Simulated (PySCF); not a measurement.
CH₄Cl₂OSi, SMILES C[Si](O)(Cl)Cl.

Coordinates come from a PBE-D3(BJ)/def2-SVP optimisation. One conformer was computed; it need not be the lowest.

Level of theory: PBE0/def2-TZVP (PySCF).

Symmetry labels are those of the subgroup Cs that the program uses (full group Cs).

Computed valence orbital energies around the gap with their symmetry:
| orbital | symmetry | energy (eV) |
|---|---|---|
| HOMO−7 | A' | -11.38 |
| HOMO−6 | A" | -11.32 |
| HOMO−5 | A' | -10.59 |
| HOMO−4 | A" | -10.09 |
| HOMO−3 | A' | -9.68 |
| HOMO−2 | A" | -9.27 |
| HOMO−1 | A' | -9.23 |
| HOMO | A" | -9.00 |
| LUMO | A' | 0.39 |
| LUMO+1 | A' | 0.78 |
| LUMO+2 | A' | 1.40 |
| LUMO+3 | A" | 1.59 |
